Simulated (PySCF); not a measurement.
How far are cheaper levels from CCSD(T)/CBS for GaP?

PySCF; the state is a triplet (π ↑↑). The composite is CCSD(T) extrapolated to the basis-set limit from two correlation-consistent sets, with core-valence (CV) and scalar-relativistic (SR) terms as its label shows; it has no spin–orbit coupling and nothing beyond (T). Here it is CCSD(T)/CBS(DT). It gives Re = 2.444 Å, ωe = 296 cm⁻¹ and De = 2.03 eV to Ga + P.

```tsv
level	basis	relativity	Re (Å)	ωe (cm⁻¹)	De (eV)
UHF	cc-pVDZ-PP/cc-pV(D+d)Z	scalar-relativistic core potentials	2.487	286	0.87
UHF-SCS-MP2	cc-pVDZ-PP/cc-pV(D+d)Z	scalar-relativistic core potentials	2.486	287	1.48
UHF-CCSD(T)	cc-pVDZ-PP/cc-pV(D+d)Z	scalar-relativistic core potentials	2.491	283	1.54
LDA	cc-pVDZ-PP/cc-pV(D+d)Z	scalar-relativistic core potentials	2.458	290	2.62
PBE	cc-pVDZ-PP/cc-pV(D+d)Z	scalar-relativistic core potentials	2.506	275	2.20
TPSS	cc-pVDZ-PP/cc-pV(D+d)Z	scalar-relativistic core potentials	2.503	276	2.17
r²SCAN	cc-pVDZ-PP/cc-pV(D+d)Z	scalar-relativistic core potentials	2.472	286	2.05
M06-L	cc-pVDZ-PP/cc-pV(D+d)Z	scalar-relativistic core potentials	2.489	281	2.23
PBE0	cc-pVDZ-PP/cc-pV(D+d)Z	scalar-relativistic core potentials	2.477	287	2.06
CAM-B3LYP	cc-pVDZ-PP/cc-pV(D+d)Z	scalar-relativistic core potentials	2.467	291	1.99
```

Task: Give the difference of each row from the composite.

Result: 

```tsv
level	basis	ΔRe (pm)	Δωe (%)	ΔDe (eV)
UHF	cc-pVDZ-PP/cc-pV(D+d)Z	+4.3	-3.4	-1.16
UHF-SCS-MP2	cc-pVDZ-PP/cc-pV(D+d)Z	+4.2	-3.0	-0.55
UHF-CCSD(T)	cc-pVDZ-PP/cc-pV(D+d)Z	+4.7	-4.4	-0.49
LDA	cc-pVDZ-PP/cc-pV(D+d)Z	+1.4	-2.0	+0.59
PBE	cc-pVDZ-PP/cc-pV(D+d)Z	+6.2	-7.1	+0.17
TPSS	cc-pVDZ-PP/cc-pV(D+d)Z	+5.9	-6.8	+0.14
r²SCAN	cc-pVDZ-PP/cc-pV(D+d)Z	+2.8	-3.4	+0.02
M06-L	cc-pVDZ-PP/cc-pV(D+d)Z	+4.5	-5.1	+0.20
PBE0	cc-pVDZ-PP/cc-pV(D+d)Z	+3.3	-3.0	+0.03
CAM-B3LYP	cc-pVDZ-PP/cc-pV(D+d)Z	+2.3	-1.7	-0.04
```

Task: Which rows come closest in De?

Result: r²SCAN in cc-pVDZ-PP/cc-pV(D+d)Z (+0.02 eV); PBE0 in cc-pVDZ-PP/cc-pV(D+d)Z (+0.03 eV), counted from the composite.

Correlated steps freeze 9 core orbitals. Correlated levels converge slowly with the basis: in double zeta they bind strong bonds too weakly, by up to about 1 eV, and carry superposition errors of some tenths. Spin–orbit coupling is left out. The state was picked by a PBE0 search and need not be the measured ground state.
